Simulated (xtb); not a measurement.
MgCl, SMILES [Mg+][Cl], charge +1. All values are semi-empirical tight-binding results from xtb (GFN2-xTB unless named), good for trends rather than for accurate numbers. The structure is a stationary point at GFN2-xTB. The spin state was assumed, not searched.

For metal compounds this method's bond lengths and energies can be far off.

| Item | Result |
|---|---|
| point group as xtb finds it | C∞v |
| orbital gap | 2.03 eV |
